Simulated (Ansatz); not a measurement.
Basis sets compared for Cd6O6 (the lowest singlet isomer of a short search). Charge 0, multiplicity 1. Geometry PBE0-D4/def2-SVP. Ansatz on 4 threads of AMD EPYC 9R45 on a shared host; times are rough, and most runs start from earlier orbitals.

Cartesian coordinates in Å:
```
Cd -0.693 0.797 1.338
Cd -0.364 -1.730 -1.526
Cd 1.024 1.061 -1.878
Cd 1.209 2.784 1.662
Cd -2.562 -2.398 -0.084
Cd 2.867 -0.288 0.435
O -1.796 -1.060 1.702
O -0.654 -1.915 1.568
O 0.608 2.668 -0.658
O -0.683 2.031 -0.439
O 0.837 -0.692 -2.784
O 0.208 -1.259 0.664
```

In the def2 sets Cd takes a core potential; there is no spin–orbit coupling. The structure holds 3 bonds between oxygen atoms, so isomers without such links may lie far lower. The restricted singlet is unstable towards broken spin symmetry in Hartree–Fock (as tested in another run); at PBE-D4/def2-SVP, PBE-D4/def2-TZVP, PBE0-D4/def2-SVP, PBE0-D4/def2-TZVP this wasn't settled. The structure comes from a short search, and lower isomers may exist.

Binding counts from free atoms (Cd singlet, O triplet) in the same basis, without a counterpoise term.

| level | functions | energy (Eh) | HOMO (eV) | LUMO (eV) | binding per atom (eV) | wall time |
| --- | --- | --- | --- | --- | --- | --- |
| PBE-D4/def2-SVP | 270 | -1456.8080 | -4.83 | -3.63 | 1.91 | 2.9 s |
| PBE0-D4/def2-SVP | 270 | -1456.6714 | -5.77 | -2.90 | 1.63 | 6 s |

(1) Estimate the rows for PBE-D4/def2-TZVP (with forces), PBE0-D4/def2-TZVP.

## Answers

(1) 
```csv
level,functions,energy (Eh),HOMO (eV),LUMO (eV),binding per atom (eV),wall time
PBE-D4/def2-TZVP (with forces),426,-1457.5969,-4.89,-3.66,1.83,5.5 s
PBE0-D4/def2-TZVP,426,-1457.4520,-5.80,-2.92,1.57,14 s
```
